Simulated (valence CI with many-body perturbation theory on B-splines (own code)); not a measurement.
# Nb: configurations and terms from energies and g

Computed by configuration interaction combined with many-body perturbation theory (CI+MBPT): five valence electrons over a frozen Dirac-Fock core [Kr], a basis of 7 s, 7 p, 8 d, 6 f, 4 g, 1 h functions for each j, with the one-electron correlation potential Σ1 (screened to all orders), the two-electron term Σ2, the three-electron term Σ3, Breit, model QED; selected single and double excitations, second order for the rest, scaled by the run's own slope (own B-spline code, finite nucleus).

Set against measurement, 16 paired levels are off by 122 cm⁻¹ on average, the worst by 321. These come from a selection out of the NIST Handbook of Basic Atomic Spectroscopic Data. Levels without a partner in it may be off by more, other configurations by 1,000 to 4,000 cm⁻¹. Among the levels kept, up to 2100 cm⁻¹ of a level comes from second order outside the variational space, and about a tenth of that is noise between levels of different J, which matters for small intervals.

```tsv
No.	J	Parity	E (eV)	g
1	1/2	even	0.0000	3.330
2	3/2	even	0.0190	1.866
3	5/2	even	0.0484	1.656
4	7/2	even	0.0853	1.585
5	3/2	even	0.1053	0.403
6	9/2	even	0.1286	1.553
7	5/2	even	0.1613	1.031
8	7/2	even	0.2303	1.240
9	9/2	even	0.3094	1.335
13	1/2	even	1.040	0.043
14	3/2	even	1.073	1.202
15	7/2	even	1.096	0.894
16	5/2	even	1.113	1.367
17	9/2	even	1.155	1.102
```

Energies count from the lowest level. Strongly mixed levels and levels close to another of their J and parity are left out, so the numbers can have gaps.

(1) Give configuration and LS term of each level.

Results:

(1) 1: 4d⁴5s ⁶D; 2: 4d⁴5s ⁶D; 3: 4d⁴5s ⁶D; 4: 4d⁴5s ⁶D; 5: 4d³5s² ⁴F; 6: 4d⁴5s ⁶D; 7: 4d³5s² ⁴F; 8: 4d³5s² ⁴F; 9: 4d³5s² ⁴F; 13: 4d⁴5s ⁴D; 14: 4d⁴5s ⁴D; 15: 4d³5s² ²G; 16: 4d⁴5s ⁴D; 17: 4d³5s² ²G.
